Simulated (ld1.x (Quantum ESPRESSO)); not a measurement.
# BLYP RRKJ dataset for europium (Eu), scalar-relativistic all-electron reference.

The input file (ld1.x (Quantum ESPRESSO) 7.5):

```
&input
   title='Eu', zed=63., rel=1, dft='BLYP', iswitch=3,
   config='[Xe] 4f7 5d1 6s1 6p0',
   nld=4, rlderiv=4.00, eminld=-5.0, emaxld=5.0, deld=0.02
 /
 &inputp
   pseudotype=2, tm=.false., rho0=0.001, lloc=-2, rcloc=3.00,
   nlcc=.false.,
   file_pseudopw='Eu.UPF', file_wfcaegen='ae.wfc', file_wfcncgen='nc.wfc', file_beta='beta', file_chi='chi'
 /
4
5S  1  0   2.00   0.00  1.30  1.30  0.0
5P  2  1   6.00   0.00  2.10  2.10  0.0
5D  3  2   1.00   0.00  3.70  3.70  0.0
4F  4  3   7.00   0.00  1.00  1.00  0.0
 &test
   configts(1)='4f7 5s2 5p6 5d1 6s1 6p0'
 /
```

Command:

```bash
ld1.x < Eu.in > Eu.out
```

Resulting log (shortened: banner, matrices, multipoles, cross overlaps and the repeated all-electron block are left out):

```
[... start of the log left out ...]

      Wfc   5D  rcut= 3.695  Estimated cut-off energy=       17.03 Ry
      This function has    0 nodes for 0 < r <    3.695

      Wfc   4F  rcut= 1.007  Estimated cut-off energy=      290.86 Ry
      This function has    0 nodes for 0 < r <    1.007

     ------------------- End of pseudopotential generation -------------------

     Computing logarithmic derivative in   4.00737

       Warning: n=1, l=0 expected 0 nodes, found 1
       Setting wfc to zero for this iteration
       (This warning will only be printed once per wavefunction)

       Warning: n=2, l=1 expected 0 nodes, found 1
       Setting wfc to zero for this iteration
       (This warning will only be printed once per wavefunction)

       Warning: n=4, l=3 expected 0 nodes, found 1
       Setting wfc to zero for this iteration
       (This warning will only be printed once per wavefunction)

       Warning: n=3, l=2 expected 0 nodes, found 1
       Setting wfc to zero for this iteration
       (This warning will only be printed once per wavefunction)

     [... 2 repeated lines left out ...]
       (This warning will only be printed once per wavefunction)

 %%%%%%%%%%%%%%%%%%%%%%%%%%%%%%%%%%%%%%%%%%%%%%%%%%%%%%%%%%%%%%%%%%%%%%%%%%%%%%
     Error in routine run_pseudo (1):
     Errors in PS-KS equation
 %%%%%%%%%%%%%%%%%%%%%%%%%%%%%%%%%%%%%%%%%%%%%%%%%%%%%%%%%%%%%%%%%%%%%%%%%%%%%%

     stopping ...
```

The run stopped because the pseudo-atom solver did not find the valence states with the expected number of nodes, which is the usual sign of a ghost state.

The run took about 0.9 s on one core of a shared server CPU.
